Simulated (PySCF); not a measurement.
HOS, SMILES [O]S, multiplicity 2.

Coordinates come from a r2SCAN-D4/def2-TZVPD optimisation.

Two levels are set side by side: PBE/def2-TZVPD (PySCF) and ωB97X/def2-TZVPD (PySCF). Same geometry, gas phase. Differences are taken from unrounded values.

```json
[
 {"quantity": "α-spin orbital gap (eV)", "PBE": "4.51"},
 {"quantity": "β-spin orbital gap (eV)", "PBE": "2.31"},
 {"quantity": "dipole moment (D)", "PBE": "2.12"},
 {"quantity": "mean polarisability (bohr³)", "PBE": "26.9"}
]
```

Q: These are the PBE values. What does ωB97X give? (The exact figures need the calculation; the answer reports its results.)

A: 
```csv
quantity,ωB97X,PBE minus ωB97X
α-spin orbital gap (eV),11.25,-6.74
β-spin orbital gap (eV),9.58,-7.27
dipole moment (D),2.36,-0.24
mean polarisability (bohr³),26.0,0.9
```

Loosely held outer electrons make PBE densities more polarisable. Differences between two approximate levels are no errors against the true value.

Rough cost on one machine, each run with all the roots and properties that it gave: ωB97X against PBE within a factor of 2.
